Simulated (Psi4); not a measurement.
C4H12Ge, charge +1, doublet, geometry from GFN2-xTB (a state made from the parent by changing its charge; the spin is typed, not shown lowest); BLYP/STO-3G (Psi4).

Input for Psi4:
```
memory 2 GB

molecule mol {
1 2
Ge    0.475919    1.097881    0.130750
C    -0.405393   -0.935189   -0.111375
C    -0.544604   -1.382331    1.308997
C     0.645189   -1.633230   -0.914983
C    -1.682783   -0.634358   -0.828696
H     1.766865    0.834596    0.851088
H     0.630884    1.581124   -1.282476
H    -0.556611    1.831539    0.937209
H    -0.975897   -2.388765    1.323588
H     0.417701   -1.448409    1.818089
H    -1.221785   -0.744949    1.878857
H     1.596637   -1.697020   -0.385598
H     0.795069   -1.170256   -1.891078
H     0.322450   -2.662556   -1.103304
H    -1.511661   -0.180499   -1.805578
H    -2.349578   -0.003801   -0.239329
H    -2.217922   -1.572548   -1.009144
}

set {
  basis sto-3g
  reference uks
  scf_type pk
  puream true
  d_convergence 1e-8
  dft_radial_points 99
  dft_spherical_points 590
}

energy('blyp')
print_variables()
```

Output, abridged:

```
   => Loading Basis Set <=

    Name: STO-3G
    Role: ORBITAL
    Keyword: BASIS

         ---------------------------------------------------------
                                   SCF
               by Justin Turney, Rob Parrish, Andy Simmonett
                          and Daniel G. A. Smith
                              UKS Reference
         ---------------------------------------------------------

  ==> Geometry <==

    Molecular point group: c1
    Full point group: C1

    Geometry (in Angstrom), charge = 1, multiplicity = 2:

       Center              X                  Y                   Z               Mass
    ------------   -----------------  -----------------  -----------------  -----------------
         GE           0.416226460979     0.960178750454     0.114350864704    73.921177761000
         C           -0.465085539021    -1.072891249546    -0.127774135296    12.000000000000
         C           -0.604296539021    -1.520033249546     1.292597864704    12.000000000000
         C            0.585496460979    -1.770932249546    -0.931382135296    12.000000000000
         C           -1.742475539021    -0.772060249546    -0.845095135296    12.000000000000
         H            1.707172460979     0.696893750454     0.834688864704     1.007825032230
         H            0.571191460979     1.443421750454    -1.298875135296     1.007825032230
         H           -0.616303539021     1.693836750454     0.920809864704     1.007825032230
         H           -1.035589539021    -2.526467249546     1.307188864704     1.007825032230
         H            0.358008460979    -1.586111249546     1.801689864704     1.007825032230
         H           -1.281477539021    -0.882651249546     1.862457864704     1.007825032230
         H            1.536944460979    -1.834722249546    -0.401997135296     1.007825032230
         H            0.735376460979    -1.307958249546    -1.907477135296     1.007825032230
         H            0.262757460979    -2.800258249546    -1.119703135296     1.007825032230
         H           -1.571353539021    -0.318201249546    -1.821977135296     1.007825032230
         H           -2.409270539021    -0.141503249546    -0.255728135296     1.007825032230
         H           -2.277614539021    -1.710250249546    -1.025543135296     1.007825032230

  Running in c1 symmetry.

  Rotational constants: A =      0.14115  B =      0.06221  C =      0.06221 [cm^-1]
  Rotational constants: A =   4231.58630  B =   1864.88005  C =   1864.87997 [MHz]
  Nuclear repulsion =  371.661913148839858

  Charge       = 1
  Multiplicity = 2
  Electrons    = 67
  Nalpha       = 34
  Nbeta        = 33

  ==> Algorithm <==

  SCF Algorithm Type is PK.
  DIIS enabled.
  MOM disabled.
  Fractional occupation disabled.
  Guess Type is SAD.
  Energy threshold   = 1.00e-06
  Density threshold  = 1.00e-08
  Integral threshold = 1.00e-12

  ==> Primary Basis <==

  Basis Set: STO-3G
    Blend: STO-3G
    Number of shells: 32
    Number of basis functions: 50
    Number of Cartesian functions: 51
    Spherical Harmonics?: true
    Max angular momentum: 2

  ==> DFT Potential <==

   => LibXC <=

    Version 7.1.2
    S. Lehtola, C. Steigemann, M. J. T. Oliveira, and M. A. L. Marques,  SoftwareX 7, 1–5 (2018) (10.1016/j.softx.2017.11.002)

   => Composite Functional: BLYP <=

    BLYP GGA Exchange-Correlation Functional

    P.J. Stephens et. al., J. Phys. Chem., 98, 11623-11627, 1994
    B. Miehlich et. al., Chem. Phys. Lett., 157(3), 200-206 1989

    Deriv               =              1
    GGA                 =           TRUE
    Meta                =          FALSE

    Exchange Hybrid     =          FALSE
    MP2 Hybrid          =          FALSE

   => Exchange Functionals <=

    1.0000     XC_GGA_X_B88

   => Correlation Functionals <=

    1.0000     XC_GGA_C_LYP

   => LibXC Density Thresholds  <==

    XC_GGA_C_LYP:  1.00E-14
    XC_GGA_X_B88:  1.00E-15

   => Molecular Quadrature <=

[...]

  ==> Iterations <==

                        Total Energy        Delta E     RMS |[F,P]|

   @UKS iter SAD: -2206.53229614641577   -2.20653e+03   0.00000e+00
   @UKS iter   1: -2209.87003544066647   -3.33774e+00   1.42717e-02 DIIS/ADIIS
   @UKS iter   2: -2149.15034224399324    6.07197e+01   1.16782e-01 ADIIS
   @UKS iter   3: -2206.56742765955278   -5.74171e+01   4.26751e-02 DIIS/ADIIS
   @UKS iter   4: -2210.30694810606110   -3.73952e+00   3.25396e-03 DIIS/ADIIS
   @UKS iter   5: -2210.32769441881692   -2.07463e-02   1.88679e-03 DIIS/ADIIS
   @UKS iter   6: -2210.33174176989814   -4.04735e-03   1.02000e-03 DIIS/ADIIS
   @UKS iter   7: -2210.33358005132186   -1.83828e-03   3.42202e-04 DIIS/ADIIS
   @UKS iter   8: -2210.33389321028289   -3.13159e-04   2.63960e-05 DIIS
   @UKS iter   9: -2210.33389446109823   -1.25082e-06   1.21256e-05 DIIS
   @UKS iter  10: -2210.33389469987696   -2.38779e-07   3.37230e-06 DIIS
   @UKS iter  11: -2210.33389473038233   -3.05054e-08   6.88372e-07 DIIS
   @UKS iter  12: -2210.33389472974704    6.35282e-10   8.59005e-07 DIIS
   @UKS iter  13: -2210.33389473176067   -2.01362e-09   4.64571e-08 DIIS
   @UKS iter  14: -2210.33389473176385   -3.18323e-12   3.39729e-08 DIIS
   @UKS iter  15: -2210.33389473176430   -4.54747e-13   9.19335e-09 DIIS
  Energy and wave function converged.

  ==> Post-Iterations <==

   Electrons on quadrature grid:
      Nalpha   =   34.0000015799 ; deviation = 1.580e-06
      Nbeta    =   33.0000014276 ; deviation = 1.428e-06
      Ntotal   =   67.0000030075 ; deviation = 3.008e-06

   @Spin Contamination Metric:   8.607930479E-04
   @S^2 Expected:                7.500000000E-01
   @S^2 Observed:                7.508607930E-01
   @S   Expected:                5.000000000E-01
   @S   Observed:                5.000000000E-01

    Orbital Energies [Eh]
    ---------------------

    Alpha Occupied:

[...]
      34A     -0.390641

    Alpha Virtual:

[...]
      50A      0.286092

    Beta Occupied:

[...]
    Beta Virtual:

[...]
    Final Occupation by Irrep:
              A
    DOCC [    33 ]
    SOCC [     1 ]
    NA   [    34 ]
    NB   [    33 ]

  @UKS Final Energy: -2210.33389473176430

   => Energetics <=

    Nuclear Repulsion Energy =            371.6619131488398580
    One-Electron Energy =               -3809.9612488046700491
    Two-Electron Energy =                1333.1329580948249713
    DFT Exchange-Correlation Energy =    -105.1675171707594529
    Empirical Dispersion Energy =           0.0000000000000000
    VV10 Nonlocal Energy =                  0.0000000000000000
    Total Energy =                      -2210.3338947317643033

  UHF NO Occupations:
  HONO-2 :   32  A 1.9999404
  HONO-1 :   33  A 1.9998427
  HONO-0 :   34  A 1.0000000
  LUNO+0 :   35  A 0.0001573
  LUNO+1 :   36  A 0.0000596
  LUNO+2 :   37  A 0.0000447
  LUNO+3 :   38  A 0.0000414

Computation Completed

Properties will be evaluated at   0.000000,   0.000000,   0.000000 [a0]

Properties computed using the SCF density matrix

 Multipole Moments:

 ------------------------------------------------------------------------------------
     Multipole            Electronic (a.u.)      Nuclear  (a.u.)        Total (a.u.)
 ------------------------------------------------------------------------------------

 L = 1.  Multiply by 2.5417464519 to convert [e a0] to [Debye]
 Dipole X            :          7.4383310           -7.6705470           -0.2322160
 Dipole Y            :         17.1592341          -17.6949286           -0.5356945
 Dipole Z            :          2.0435479           -2.1073455           -0.0637976
 Magnitude           :                                                    0.5873355

 ------------------------------------------------------------------------------------

  Variable Map:
  ----------------------------------------------------------------------------
[...]
  Array Variable Map:
  ----------------------------------------------------------------------------
[...]
[...]
```
